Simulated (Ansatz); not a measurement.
Sn₃S₃. Total charge 0; singlet. Geometry r2SCAN-D4/def2-SVP; atoms count from 1.

```tsv
atom	x (Å)	y (Å)	z (Å)
Sn1	-0.791	-0.091	-1.574
Sn2	-1.602	-0.233	1.977
Sn3	1.685	0.221	0.471
S4	-0.234	-1.756	0.551
S5	-0.686	1.622	0.583
S6	1.628	0.236	-2.008
```

In the def2 sets Sn takes a core potential; there is no spin–orbit coupling. The structure comes from a short search, and lower isomers may exist.

(1) Estimate the Mulliken populations from the PBE0/def2-TZVP orbitals of Ansatz.

(2) And the Mayer bond orders between heavy atoms (over 0.3)?

Results:

(1) 
```
atom  charge (e)
 Sn1        0.48
 Sn2        0.53
 Sn3        0.48
  S4       -0.47
  S5       -0.47
  S6       -0.55
```
Mulliken values depend strongly on the basis.

(2) Sn1–S4 0.57 (2.76 Å); Sn1–S5 0.57 (2.76 Å); Sn1–S6 1.01 (2.48 Å); Sn2–S4 1.01 (2.50 Å); Sn2–S5 1.01 (2.49 Å); Sn3–S4 0.57 (2.76 Å); Sn3–S5 0.57 (2.76 Å); Sn3–S6 1.01 (2.48 Å).
